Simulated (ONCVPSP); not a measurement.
## caesium: one change to an ONCV potential, before and after

| Item | Value |
| --- | --- |
| Element | Cs (Z = 55) |
| Generator | ONCVPSP 4.0.1 |
| Type | optimised norm-conserving Vanderbilt (ONCV) |
| Functional | PBE |
| Relativity | scalar-relativistic |
| Frozen core | [Kr] 4d10 |
| Valence charge | 9 |
| Reference configuration | 5s2 5p6 6s1 |
| Partial waves | 5s+6s: rc 3.30 bohr, ncon 5, nbas 8, qcut 3 1/bohr, 2 projectors; 5p: rc 2.60 bohr, ncon 4, nbas 7, qcut 4.4 1/bohr, 3 projectors, debl 2.4 Ha; d scattering state at 0.28 Ha: rc 2.85 bohr, ncon 3, nbas 6, qcut 3.8 1/bohr, 3 projectors, debl 0.6 Ha |
| Local potential | polynomial inside 2.25 bohr (lpopt 5, dvloc0 2 Ha) |
| Core correction | none |

In the d channel the program set the typed energies aside and used 0.050, 0.650, 1.250 Ha.

Change: local potential polynomial inside 2.25 bohr (lpopt 5, dvloc0 -1.5 Ha).

Cutoffs: the cutoffs (Ha) at which the residual kinetic energy of the hardest occupied pseudo-wave falls to 1 and 0.1 mHa per electron; they do not see the model core or the augmentation charge, which bear on the density cutoff. Errors are all-electron minus pseudo energies relative to the spin-unpolarised reference configuration.

**Question.** Predict the effect on cutoff, ghosts and configuration errors.

**Answer.** The potential gets neither clearly harder nor softer (5.8 Ha and 8.4 Ha → 5.8 Ha and 8.4 Ha); the lowest positive-energy flag moves from none to s at 38.3 eV; the errors of the 4 common tests hardly move; neither file shows a bound ghost.

| quantity | base | changed |
| --- | --- | --- |
| cutoff, loose | 5.8 Ha | 5.8 Ha |
| cutoff, tight | 8.4 Ha | 8.4 Ha |
| bound ghosts | none | none |
| GHOST(+) flags under 300 eV | none | s at 38.3 eV, p at 235.8 eV |
| error for 5s2 5p6 6s0, meV [ΔE 3.86 eV] | -0.4 | -0.4 |
| error for 5s2 5p6 6s0.5, meV [ΔE 1.47 eV] | -0.1 | -0.1 |
| error for 5s2 5p6 6s0 6p1, meV [ΔE 1.37 eV] | 0.0 | 0.0 |
| error for 5s2 5p5 6s1, meV [ΔE 17.87 eV] | -11 | -11 |
| s: phases at 3.36 bohr within 0.05 rad from the reference energy up to (Ha; the scan ends near 5) | 1.7 | 1.2 |
| p: phases at 2.64 bohr within 0.05 rad from the reference energy up to (Ha; the scan ends near 5) | to the end of the scan | to the end of the scan |
| d: phases at 2.89 bohr within 0.05 rad from the reference energy up to (Ha; the scan ends near 5) | to the end of the scan | 4.7 |
